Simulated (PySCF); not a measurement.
**CaF from Hartree–Fock to correlated methods**

State: ²Σ⁺ (doublet), unpaired electrons σ ↑. Set-up: PySCF, no relativity, basis sets Ca aug-pcseg-1, F aug-pcseg-1. De refers to Ca + F in their high-spin ground configurations, without counterpoise correction. The functionals are run spin-unrestricted. A positive dipole means Ca(−)F(+).

```
      Level  Re (Å)  ωe (cm⁻¹)  De (eV)  μ (D)  CPU s a point (SCF and correlation, without the integrals)
        UHF   2.010        584     4.38  -2.92                                                        0.21
    UHF-MP2   2.012        568     5.92    n/a                                                        0.31
UHF-SCS-MP2   2.015        568     5.67    n/a                                                         n/a
   UHF-CCSD   2.012        574     5.42    n/a                                                         n/a
UHF-CCSD(T)   2.012        571     5.47    n/a                                                          14
        PBE   1.959        594     6.12  -2.83                                                         0.7
     revPBE   1.971        581     5.94  -2.73                                                        0.44
       PW91   1.956        596     6.20  -2.87                                                        0.45
     r²SCAN   1.958        605     6.19  -2.86                                                        0.94
      M06-L   1.968        604     5.65  -2.39                                                         2.3
       PBE0   1.960        601     5.78  -2.85                                                         1.2
      ωB97X   1.975        594     5.68  -2.58                                                         2.1
```

Task: Which functional lies closest to UHF-CCSD(T) in De, which farthest, and by how much do they differ from it?

Result: Closest is M06-L (-4.4 pm in Re, +5.8 % in ωe, +0.18 eV in De against UHF-CCSD(T) in the same basis), farthest PW91 (-5.6 pm in Re, +4.4 % in ωe, +0.73 eV in De). CCSD(T) converges more slowly with the basis than the functionals do and binds too weakly in this one, so the order can change at the basis-set limit.

Task: What does a quarter of exact exchange do here, going from PBE to PBE0?

Result: PBE0 less PBE: +0.1 pm in Re, +1.2 % in ωe, -0.34 eV in De. Exact exchange removes part of the self-interaction that spreads semilocal densities, and in most molecules shortens and stiffens the bond and lowers De; so it does here.

Task: What does the step from GGA to meta-GGA do here, going from PBE to r²SCAN?

Result: r²SCAN less PBE: -0.1 pm in Re, +1.9 % in ωe, +0.07 eV in De. 

Correlated steps freeze 6 core orbitals. Correlated levels converge slowly with the basis: in double zeta they bind strong bonds too weakly, by up to about 1 eV, and carry superposition errors of some tenths. The state is the lowest determinant that a PBE0 search found; another state may lie lower at other levels.

The whole job (state search and all levels along the bond) took about 3.7 min on 1 thread of Arm Neoverse V1 (shared host), peak memory 0.77 GiB.
